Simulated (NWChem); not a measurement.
System: CH6N cation; SMILES C[NH3+]

```xyz
8

C      0.0000     0.0000     0.8044
N      0.0000     0.0000    -0.7127
H      0.7322     0.7322     1.1446
H      0.2680    -1.0002     1.1446
H     -1.0002     0.2680     1.1446
H     -0.2475     0.9238    -1.0905
H     -0.6763    -0.6763    -1.0905
H      0.9238    -0.2475    -1.0905
```
Atoms are numbered in this order, from 1.

Results from NWChem. Pople sets run with spherical d functions. All runs use the structure optimised with B3LYP/6-31G* (spherical d). Total energies compare along this basis series because the functional is fixed.

```csv
level,basis functions,energy (Ha),highest occupied level (eV),orbital gap (eV)
PBE/STO-3G,16,-94.9270,-15.56,13.93
PBE/3-21G,30,-95.5658,-15.78,10.44
PBE/6-31G*,40,-96.0760,-15.76,10.06
PBE/6-31+G*,48,-96.0774,-15.80,9.47
PBE/6-311G**,72,-96.1109,-15.79,9.61
PBE/6-311++G**,86,-96.1113,-15.79,___
```

**Question.** What belongs in the gaps?

**Answer.** 
- PBE/6-311++G**, orbital gap (eV): 9.38
